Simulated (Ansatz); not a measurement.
Q: Name a neutral molecule of C, Sn and H with HOMO energy (B3LYP/def2-TZVPP) between -7.90 and -7.60 eV and HOMO energy (ωB97M-V/def2-TZVPP) between -10.30 and -10.00 eV (Ansatz, PBE0-D4/def2-TZVP geometry).

A: `C#[C][SnH2][CH3]` (-7.64 eV, -10.10 eV); `C=[CH][SnH3]` (-7.70 eV, -10.15 eV); `[CH3][SnH2][CH3]` (-7.81 eV, -10.21 eV); `[CH3][SnH]([CH3])[CH3]` (-7.61 eV, -10.02 eV). Other molecules can fit too; these were computed, each in one conformer that needn't be the lowest.

B3LYP here is the variant with VWN-RPA as its local correlation; programs differ in this.
